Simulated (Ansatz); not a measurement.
`C[Si]N(C)C` + H₂ → `CN(C)[SiH]` + CH₄ at 298.15 K and 1 bar (hydrogenolysis of the Si–C bond).

Isolated molecules relaxed with PBE0-D4/def2-TZVP in Ansatz; ΔE leaves out vibrations. CCSD(T)/CBS is the MP2 limit (def2-TZVPP, def2-QZVPP) plus CCSD(T) − MP2 in def2-TZVPP, frozen cores. This one scheme is used for every species. Each species was taken in one conformer, which may not be the lowest.

```tsv
species	CCSD(T)/CBS energy (Eh)	H − E (kJ/mol)	S (J/(mol·K))
`C[Si]N(C)C`	-463.33839	334.9	345.4
H₂	-1.17544	35.1	130.4
`CN(C)[SiH]`	-424.06348	254.6	305.8
CH₄	-40.46206	127.4	186.2
```

H − E and S are ideal-gas, rigid-rotor, harmonic terms from PBE0-D4/def2-TZVP, for one conformer and one mirror image of each species. The MP2-based limit puts H₂ 0.8 mEh under its directly extrapolated value; such offsets cancel only in part. 1 Eh = 2625.50 kJ/mol, R = 8.31446 J/(mol·K).

Question: By hand: ΔE, ΔH, ΔS and ΔG.

Answer: ΔE = (-424.06348) + (-40.46206) − (-463.33839) − (-1.17544) = -0.01171 Eh = -30.7 kJ/mol. Δ(H − E) = 254.6 + 127.4 − 334.9 − 35.1 = 12.0, so ΔH = -18.7 kJ/mol. ΔS = 305.8 + 186.2 − 345.4 − 130.4 = 16.2 J/(mol·K). ΔG = -18.7 − 298.15 × (16.2)/1000 = -23.5 kJ/mol.

Question: By hand: the equilibrium constant, and the temperature at which ΔG would vanish if ΔH and ΔS stayed fixed.

Answer: log₁₀ K = −ΔG/(RT ln 10) = 4.1. ΔH and −TΔS have one sign here, so there is no such temperature.

ΔH outweighs TΔS. A doubt of 5 kJ/mol in ΔE shifts log₁₀ K by 0.9 here. Other conformers and mirror images would add mixing entropy, several J/(mol·K) or more a flexible species. These are equilibria of isolated gas molecules and say nothing of rates. Largest T1 diagnostic: 0.015 (customary marks: 0.02 for closed shells, 0.045 for open ones).
